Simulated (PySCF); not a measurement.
PySCF job for C4H10BN, SMILES C=C(B(N)C)C, TPSSh-D3(BJ)/def2-SVP. 

```python
import numpy as np
from pyscf import gto, scf, dft
from pyscf.geomopt import geometric_solver

mol = gto.M(
    atom='''
    C     1.65647557    0.20938679    1.01646811
    C     0.80375863   -0.17360250    0.07059314
    C     1.26624042   -1.10733351   -1.01458639
    B    -0.70394591    0.29014043    0.05640805
    C    -1.86032847   -0.68368803   -0.43195048
    N    -1.01711017    1.57360804    0.47157318
    H     1.35898953    0.86101611    1.82244740
    H     2.68345131   -0.12594298    1.04477316
    H     1.10364833   -0.65494097   -1.99227092
    H     0.69024882   -2.03062704   -0.98055702
    H     2.32265718   -1.34889056   -0.91134772
    H    -2.85462516   -0.26756983   -0.28350642
    H    -1.82403196   -1.63936944    0.08743698
    H    -1.75683894   -0.90539091   -1.49271242
    H    -1.95449703    1.93866363    0.50255538
    H    -0.32637826    2.23851711    0.77698281
    ''',
    basis='def2-SVP',
    charge=0,
    spin=0,
    max_memory=1600,
    verbose=3,
)
mf = dft.RKS(mol, xc='tpssh').density_fit(auxbasis='def2-universal-jkfit')
mf.disp = 'd3bj'
mf.grids.level = 4
mf.conv_tol = 1e-9
mf.max_cycle = 100
mf.kernel()
grad = mf.nuc_grad_method()
grad.grid_response = mol.nao <= 150
conv, mol_eq = geometric_solver.kernel(grad, convergence_set='GAU_TIGHT', maxsteps=100)
print(mol_eq.tostring(format='xyz'))
mf.reset(mol_eq)
mf.kernel()
```

It prints:

```
converged SCF energy = -237.953055416824
[banner and settings of the optimiser left out]
Geometry optimization cycle 1
Cartesian coordinates (Angstrom)
 Atom        New coordinates             dX        dY        dZ
   C   1.656476   0.209387   1.016468    0.000000 -0.000000  0.000000
   C   0.803759  -0.173602   0.070593   -0.000000  0.000000  0.000000
   C   1.266240  -1.107334  -1.014586    0.000000  0.000000  0.000000
   B  -0.703946   0.290140   0.056408    0.000000  0.000000  0.000000
   C  -1.860328  -0.683688  -0.431950    0.000000  0.000000  0.000000
   N  -1.017110   1.573608   0.471573    0.000000  0.000000  0.000000
   H   1.358990   0.861016   1.822447    0.000000  0.000000  0.000000
   H   2.683451  -0.125943   1.044773    0.000000  0.000000  0.000000
   H   1.103648  -0.654941  -1.992271    0.000000  0.000000  0.000000
   H   0.690249  -2.030627  -0.980557   -0.000000  0.000000  0.000000
   H   2.322657  -1.348891  -0.911348    0.000000  0.000000  0.000000
   H  -2.854625  -0.267570  -0.283506    0.000000  0.000000  0.000000
   H  -1.824032  -1.639369   0.087437    0.000000  0.000000  0.000000
   H  -1.756839  -0.905391  -1.492712    0.000000  0.000000  0.000000
   H  -1.954497   1.938664   0.502555    0.000000  0.000000  0.000000
   H  -0.326378   2.238517   0.776983    0.000000  0.000000  0.000000

WARN: Mole.unit (angstrom) is changed to Bohr

converged SCF energy = -237.953055416772
--------------- DFRKS_Scanner gradients ---------------
         x                y                z
0 C    -0.0037543418    -0.0039348809    -0.0075112381
1 C     0.0078164139     0.0042879574     0.0119107219
2 C     0.0018076929    -0.0043378032    -0.0054818225
3 B     0.0001756854     0.0129114747     0.0030118507
4 C    -0.0057196569    -0.0078013033    -0.0039842788
5 N     0.0020710019    -0.0080255105    -0.0028909627
6 H     0.0037717765    -0.0076490601    -0.0097296286
7 H    -0.0109419231     0.0038189895     0.0002186396
8 H     0.0011080456    -0.0016185422     0.0095400725
9 H     0.0044880574     0.0087516368     0.0019745666
10 H    -0.0080960657     0.0026398229     0.0002938947
11 H     0.0092591447    -0.0038941107    -0.0010377577
12 H    -0.0013020329     0.0093209404    -0.0046974765
13 H    -0.0016857089     0.0026468016     0.0105356052
14 H     0.0074598556    -0.0017968596    -0.0006238692
15 H    -0.0064579445    -0.0053195529    -0.0015283169
----------------------------------------------
cycle 1: E = -237.953055417  dE = -237.953  norm(grad) = 0.0419131
Step    0 : Gradient = 1.048e-02/1.488e-02 (rms/max) Energy = -237.9530554168
Hessian Eigenvalues: 2.30000e-02 2.30000e-02 2.30000e-02 ... 4.66103e-01 4.82318e-01 5.95423e-01

Geometry optimization cycle 2
Cartesian coordinates (Angstrom)
 Atom        New coordinates             dX        dY        dZ
   C   1.652618   0.227721   1.045704   -0.003858  0.018334  0.029236
   C   0.817314  -0.175691   0.066501    0.013555 -0.002088 -0.004092
   C   1.253673  -1.122183  -1.037101   -0.012568 -0.014850 -0.022515
   B  -0.697650   0.294293   0.059652    0.006296  0.004153  0.003244
   C  -1.848793  -0.687064  -0.431745    0.011536 -0.003376  0.000206
   N  -1.012148   1.594119   0.482657    0.004963  0.020511  0.011084
   H   1.322533   0.885798   1.859238   -0.036457  0.024782  0.036791
   H   2.698981  -0.100409   1.096174    0.015529  0.025534  0.051401
   H   1.087130  -0.674300  -2.032040   -0.016518 -0.019359 -0.039769
   H   0.661479  -2.052960  -1.011372   -0.028770 -0.022333 -0.030815
   H   2.318976  -1.388807  -0.953751   -0.003681 -0.039917 -0.042403
   H  -2.862474  -0.276055  -0.287748   -0.007849 -0.008485 -0.004242
   H  -1.798059  -1.656663   0.094001    0.025973 -0.017294  0.006564
   H  -1.732137  -0.913879  -1.507117    0.024702 -0.008488 -0.014404
   H  -1.962491   1.947118   0.534227   -0.007994  0.008454  0.031671
   H  -0.311238   2.272937   0.765027    0.015140  0.034420 -0.011956
converged SCF energy = -237.955202255739
--------------- DFRKS_Scanner gradients ---------------
         x                y                z
0 C    -0.0015228192     0.0024746711     0.0022098149
1 C     0.0033011834    -0.0012551387     0.0017492545
2 C    -0.0027198245    -0.0023597633    -0.0046422203
3 B    -0.0001223443     0.0022367688     0.0002354218
4 C     0.0005863647    -0.0019988629    -0.0011344805
5 N     0.0006794535    -0.0013033261    -0.0006511056
6 H     0.0005122986     0.0005634645     0.0013362254
7 H     0.0000511440     0.0002155338    -0.0000054637
8 H     0.0000624460    -0.0001050348    -0.0001485170
9 H    -0.0000114108    -0.0002248901    -0.0002139141
10 H    -0.0003298245     0.0004386699     0.0003959233
11 H     0.0000358507     0.0005153778     0.0004203434
12 H    -0.0001092136     0.0000910563     0.0002172797
13 H    -0.0001985970     0.0000855156    -0.0001080404
14 H    -0.0003149413     0.0000288046    -0.0001300155
15 H     0.0001002344     0.0005971536     0.0004694943
[...]
   H  -0.120400   2.274240   0.776745   -0.000492  0.001697 -0.002634
converged SCF energy = -237.955472652413
--------------- DFRKS_Scanner gradients ---------------
         x                y                z
0 C    -0.0000055652    -0.0000041483    -0.0000098930
1 C     0.0000079085     0.0000084852     0.0000080151
2 C     0.0000017394    -0.0000119394    -0.0000113267
3 B    -0.0000097595     0.0000008886     0.0000038288
4 C    -0.0000093660     0.0000048974    -0.0000100806
5 N     0.0000062546    -0.0000026277    -0.0000037760
6 H     0.0000026014     0.0000002531     0.0000022431
7 H    -0.0000005096     0.0000026610     0.0000034798
8 H     0.0000011051     0.0000025476     0.0000019761
9 H    -0.0000004510     0.0000012518     0.0000036289
10 H    -0.0000014326     0.0000005418     0.0000021008
11 H     0.0000005632    -0.0000026997     0.0000016145
12 H     0.0000059510     0.0000005369     0.0000049261
13 H     0.0000023786    -0.0000002378     0.0000008441
14 H     0.0000005927    -0.0000005582     0.0000011111
15 H    -0.0000020107     0.0000001477     0.0000013077
----------------------------------------------
cycle 40: E = -237.955472652  dE = -5.03231e-07  norm(grad) = 3.39399e-05
Step   39 : Displace = 1.453e-03/2.250e-03 (rms/max) Trust = 3.000e-01 (=) Grad = 8.485e-06/1.655e-05 (rms/max) E (change) = -237.9554726524 (-5.032e-07) Quality = 1.061
Hessian Eigenvalues: 4.26540e-05 1.75618e-04 1.46323e-03 ... 5.13210e-01 5.99036e-01 6.46200e-01

Geometry optimization cycle 41
Cartesian coordinates (Angstrom)
 Atom        New coordinates             dX        dY        dZ
   C   1.643275   0.065369   1.066803    0.004924 -0.000902 -0.006975
   C   0.794872  -0.242940   0.066060    0.000747  0.000255 -0.003817
   C   1.205894  -1.214962  -1.016451   -0.003330  0.002435 -0.007309
   B  -0.675606   0.349733   0.045923    0.000280 -0.000679  0.003639
   C  -1.900962  -0.516917  -0.471483   -0.001534 -0.000633  0.007823
   N  -0.878476   1.665916   0.490937    0.001378 -0.001467  0.006506
   H   1.353603   0.739258   1.880809    0.007992 -0.002490 -0.004558
   H   2.652907  -0.359506   1.131972    0.005511 -0.000344 -0.012147
   H   1.116454  -0.758341  -2.017696   -0.008270  0.004009 -0.006164
   H   0.544314  -2.098558  -1.021130   -0.002593  0.001870 -0.005812
   H   2.243090  -1.563870  -0.890284   -0.002444  0.003097 -0.012615
   H  -2.878267  -0.017354  -0.366596   -0.001313 -0.001218  0.012835
   H  -1.955023  -1.485059   0.057164    0.001192 -0.001438  0.006624
   H  -1.767885  -0.764796  -1.540528   -0.006164  0.001003  0.006855
   H  -1.792365   2.103142   0.546113    0.001335 -0.002120  0.011167
   H  -0.118112   2.272862   0.780694    0.002288 -0.001378  0.003949
converged SCF energy = -237.955472644235
--------------- DFRKS_Scanner gradients ---------------
         x                y                z
0 C    -0.0000001619    -0.0000035214    -0.0000007280
1 C    -0.0000033827     0.0000047338     0.0000003499
2 C    -0.0000021478    -0.0000006340    -0.0000002815
3 B     0.0000071704    -0.0000015186    -0.0000002481
4 C    -0.0000003795    -0.0000018030    -0.0000004292
5 N    -0.0000005716    -0.0000012421    -0.0000009040
6 H    -0.0000000875     0.0000009310    -0.0000001109
7 H     0.0000010717    -0.0000001067    -0.0000002870
8 H     0.0000000893    -0.0000007744     0.0000006366
9 H     0.0000003733     0.0000005823     0.0000002835
10 H    -0.0000000258    -0.0000001991    -0.0000003950
11 H    -0.0000002303     0.0000008409     0.0000002669
12 H    -0.0000003803     0.0000001831     0.0000004223
13 H    -0.0000006440     0.0000000142     0.0000002540
14 H    -0.0000008838     0.0000015957     0.0000005370
15 H     0.0000001904     0.0000009184     0.0000006336
----------------------------------------------
cycle 41: E = -237.955472644  dE = 8.17809e-09  norm(grad) = 1.10695e-05
Step   40 : Displace = 2.502e-04/4.238e-04 (rms/max) Trust = 3.000e-01 (=) Grad = 2.767e-06/7.334e-06 (rms/max) E (change) = -237.9554726442 (+8.178e-09) Quality = -0.524
Poor-quality step dominated by net translation/rotation detected; will project out net forces and torques past this point.
Hessian Eigenvalues: 4.96463e-05 4.17562e-04 1.46502e-03 ... 5.13362e-01 5.98141e-01 6.46255e-01

Geometry optimization cycle 42
Cartesian coordinates (Angstrom)
 Atom        New coordinates             dX        dY        dZ
   C   1.640791   0.067429   1.070101   -0.002484  0.002060  0.003297
   C   0.794644  -0.242329   0.067899   -0.000228  0.000611  0.001838
   C   1.208477  -1.215128  -1.012845    0.002583 -0.000167  0.003606
   B  -0.676139   0.349468   0.044145   -0.000534 -0.000265 -0.001777
   C  -1.899908  -0.518381  -0.475000    0.001054 -0.001464 -0.003518
   N  -0.880693   1.665953   0.487493   -0.002217  0.000037 -0.003444
   H   1.349038   0.741915   1.882864   -0.004565  0.002657  0.002055
   H   2.650529  -0.356797   1.137761   -0.002378  0.002710  0.005789
   H   1.120867  -0.759491  -2.014702    0.004413 -0.001151  0.002994
   H   0.547410  -2.099108  -1.018083    0.003096 -0.000550  0.003048
   H   2.245606  -1.563329  -0.884189    0.002515  0.000541  0.006095
   H  -2.877729  -0.019317  -0.372585    0.000537 -0.001963 -0.005989
   H  -1.954477  -1.486083   0.054402    0.000546 -0.001024 -0.002762
   H  -1.764469  -0.767141  -1.543545    0.003415 -0.002345 -0.003018
   H  -1.794948   2.102700   0.540347   -0.002583 -0.000441 -0.005766
   H  -0.121282   2.273615   0.778245   -0.003170  0.000753 -0.002450
converged SCF energy = -237.955472660313
--------------- DFRKS_Scanner gradients ---------------
         x                y                z
0 C     0.0000006430    -0.0000008340     0.0000015279
1 C     0.0000015712     0.0000037340     0.0000031419
2 C    -0.0000004958    -0.0000010965    -0.0000006427
3 B     0.0000044119    -0.0000004983     0.0000003412
4 C    -0.0000010355    -0.0000002408    -0.0000003794
5 N    -0.0000008223     0.0000002341    -0.0000004673
6 H     0.0000001478    -0.0000008020    -0.0000024100
7 H    -0.0000020571     0.0000008854    -0.0000004434
8 H    -0.0000000371    -0.0000000150    -0.0000012168
9 H    -0.0000007652    -0.0000012512     0.0000000637
10 H     0.0000003185    -0.0000002024     0.0000000857
11 H    -0.0000005117     0.0000006419     0.0000003389
12 H    -0.0000002253    -0.0000009911     0.0000008421
13 H    -0.0000003192    -0.0000004669    -0.0000008146
14 H     0.0000001498     0.0000004860     0.0000000715
15 H    -0.0000009730     0.0000004169    -0.0000000389
----------------------------------------------
cycle 42: E = -237.95547266  dE = -1.60782e-08  norm(grad) = 8.60315e-06
Step   41 : Displace = 2.423e-05/5.463e-05 (rms/max) Trust = 1.251e-04 (-) Grad = 2.176e-06/5.141e-06 (rms/max) E (change) = -237.9554726603 (-1.608e-08) Quality = 1.015
Hessian Eigenvalues: 4.96463e-05 4.17562e-04 1.46502e-03 ... 5.13362e-01 5.98141e-01 6.46255e-01
Converged! =D

16
XYZ from PySCF
C           1.64079096        0.06742869        1.07010082
C           0.79464373       -0.24232870        0.06789870
C           1.20847696       -1.21512829       -1.01284488
B          -0.67613948        0.34946810        0.04414537
C          -1.89990839       -0.51838124       -0.47500046
N          -0.88069327        1.66595291        0.48749300
H           1.34903819        0.74191483        1.88286390
H           2.65052883       -0.35679657        1.13776118
H           1.12086664       -0.75949135       -2.01470194
H           0.54740967       -2.09910754       -1.01808272
H           2.24560568       -1.56332875       -0.88418949
H          -2.87772937       -0.01931713       -0.37258462
H          -1.95447683       -1.48608278        0.05440189
H          -1.76446944       -0.76714149       -1.54354542
H          -1.79494799        2.10270014        0.54034664
H          -0.12128199        2.27361549        0.77824486
converged SCF energy = -237.955472660316
```

The calculation finished and met its thresholds.

Cost: very roughly 25 core-minutes.
